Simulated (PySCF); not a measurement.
## KSb: energy against distance

Set-up: K def2-SVP, Sb def2-SVP with ECP28; scalar-relativistic core potentials (PySCF 2.14). Energies in eV from K + Sb in their ground configurations at the same level. All curves are PBE0. state 1: ³Σ⁻ (triplet), unpaired electrons π ↑↑; state 2: Ms = 0 determinant of mixed spin (⟨S²⟩ near 1.0), unpaired electrons π ↑↓, a mixture of terms (⟨Lz²⟩ = 2.0), a second solution, started from another occupation; state 3: ³Π (triplet), unpaired electrons σ ↑, π ↑, a second solution, started from another occupation; state 4: Ms = 0 determinant of mixed spin (⟨S²⟩ near 1.0), unpaired electrons σ ↓, π ↑, a second solution, started from another occupation.

```
R (Å)  state 1  state 2  state 3  state 4
2.883   -0.756  -0.4493  -0.4551  -0.1492
3.017   -0.966  -0.6586  -0.5557  -0.2527
3.151   -1.078  -0.7680  -0.5831  -0.2843
3.251   -1.116  -0.8034  -0.5706  -0.2756
3.352   -1.125  -0.8097  -0.5381  -0.2475
3.453   -1.113  -0.7939  -0.4909  -0.2052
3.587   -1.073  -0.7479  -0.4122  -0.1334
3.754   -0.998  -0.6629  -0.2972  -0.0275
3.955   -0.888  -0.5365  -0.1467   0.1119
4.223   -0.733  -0.3496   0.0589   0.3023
```

**Question.** Put a parabola through the three lowest points of the state 1 curve and estimate Re, k and ωe (reduced mass 29.47 u; 1 eV/Å² = 0.16022 mdyn/Å; ωe = 1302.8·√(k/μ) cm⁻¹).

**Answer.** Through R = 3.251, 3.352, 3.453 Å the second-order coefficient is 1.03 eV/Å², so Re ≈ 3.345 Å, k ≈ 0.330 mdyn/Å and ωe ≈ 138 cm⁻¹. A polynomial fit of higher order to the unrounded PBE0 energies gives Re = 3.341 Å, k = 0.347 mdyn/Å, ωe = 141 cm⁻¹; anharmonicity and rounding make the difference.

The higher-order fit for each curve: state 1: Re = 3.341 Å, ωe = 141 cm⁻¹, De = 1.13 eV; state 2: Re = 3.326 Å, ωe = 146 cm⁻¹, minimum 0.81 eV below the ground-state fragments; state 3: Re = 3.150 Å, ωe = 157 cm⁻¹, minimum 0.58 eV below the ground-state fragments; state 4: Re = 3.164 Å, ωe = 152 cm⁻¹, minimum 0.284 eV below the ground-state fragments.

Closed-shell solutions of metal pairs were not tested for spin polarisation, which can lower them a little. ⟨S²⟩ of the unrestricted solution departs from its pure value on part of the curve, where spin states mix. Spin–orbit coupling is left out, which matters for elements this heavy, above all for dissociation energies. The state is the lowest determinant that a PBE0 search found; another state may lie lower at other levels.
